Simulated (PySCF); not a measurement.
## Calculated data, BH5NOSi

Computed with PySCF 2.14.0. Calculation on a computer-drawn molecule: the log of a Hartree-Fock and frozen-core CCSD(T) single point meant for a local Hartree-Fock minimum, with one planted fault or none, to be diagnosed. Offsets are logged minus clean, where the clean run is the same molecule without the fault. The reference is restricted for singlets and unrestricted otherwise, and also for a bond in bohr or an excited solution. Adding or removing an electron swaps singlet and doublet. The excited solution moves the top pair (singlet) or top alpha electron (doublet) to the lowest empty orbital. Highest occupied and lowest empty are orbital energies over both spins, largest force is the largest gradient component, triples share is (T) over the correlation energy, the T1 limit is 0.02 restricted and 0.045 unrestricted, electrons count all cores, a negative frequency is imaginary (commonest isotopes), and the dipole is about the centre of nuclear charge.

BH5NOSi

Logged structure:
```xyz
9
BH5NOSi
N     -0.8759    -1.4665    -0.8571
Si    -1.4553    -0.6044    -2.1724
B     -1.5817     1.4463    -1.6228
O     -1.6126     2.6085    -1.1918
H     -1.4672    -1.9104    -0.1796
H      0.0948    -1.6717    -0.7112
H     -0.5255    -0.5225    -3.3021
H     -2.8548    -0.8786    -2.5094
H     -1.8356     3.4998    -1.4444
```

| Quantity | Value |
| --- | --- |
| meant charge | 1 |
| meant multiplicity | 1 |
| meant basis | cc-pV(D+d)Z |
| logged electrons | 37 |
| logged basis functions | 90 |
| logged SCF converged | yes |
| logged spin squared | 0.7616 |
| logged highest occupied | -24.006 eV |
| logged lowest empty | -11.575 eV |
| logged largest force | 0.090651 hartree/bohr |
| logged T1 diagnostic | 0.023386 |
| logged D1 diagnostic | 0.11081 |
| logged triples share | 0.026427 |
| logged CC converged | yes |
| logged dipole magnitude | 2.0802 debye |
| logged SCF stable within its kind | yes |
| logged energy HF | -445.1675 hartree |
| logged energy CCSD(T) | -445.69496 hartree |
| possible faults | no fault, one electron removed, one electron added, multiplicity raised by two, geometry at a saddle point, SCF held on an excited solution, minimal basis STO-3G, one bond length entered in bohr, all coordinates scaled |
| planted fault | ? |

Drawn bonds:
```csv
atom,other atom,order
1,2,1
2,3,1
3,4,1
1,5,1
1,6,1
2,7,1
2,8,1
4,9,1
```

Questions
1. BH5NOSi: planted fault?

Answers
1. one electron removed

Further results for BH5NOSi:

| Property | Result |
| --- | --- |
| HF energy offset from clean run | 309.5 kcal/mol |
| CCSD(T) energy offset from clean run | 333.5 kcal/mol |
